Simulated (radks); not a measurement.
The numbers below are computed, except where a source is named.
Question: Radial electron density D(r) = 4 pi r^2 rho(r) of an atom or ion with 5 electrons. Code: a radial shooting solver on a logarithmic mesh with Libxc functionals. Model: scalar-relativistic Kohn-Sham, BLYP, spin-unpolarised, spherical densities, finite nucleus; Fermi nuclear charge, rms radius of each element as measured or else 0.836 A^(1/3) + 0.57 fm.

r (bohr)  D(r) (e/bohr)
0.01073          0.1531
0.013            0.2176
0.01587          0.3116
0.01939          0.4421
0.02368          0.6204
0.02892          0.8589
0.03533           1.170
0.0428            1.545
0.05228           2.014
0.06386           2.550
0.07799           3.112
0.09526           3.636
0.1164            4.026
0.141             4.179
0.1722            4.037
0.2103            3.589
0.2569            2.960
0.3138            2.389
0.3832            2.145
0.4643            2.360
0.5672            2.962
0.6927            3.595
0.8461            3.819
1.033             3.399
1.252             2.513
1.529             1.469
1.868            0.6642
2.282            0.2239
2.787           0.05338
3.404          0.008255

What is the nuclear charge?

Answer: Z = 7. The innermost maximum, from 1s, lies near gamma/Z bohr with gamma = sqrt(1 - (Z/c)^2) = 0.999, here 0.143 bohr (found: 0.143), and its height grows with Z. The density is that of the nitrogen ion N2+ in 1s1 2s2 2p2; the configuration itself is not fixed sharply by these data. D(r) has 2 maxima, at r = 0.143, 0.826 bohr, and minima at 0.386 bohr, inside which lie 1.09 electrons.
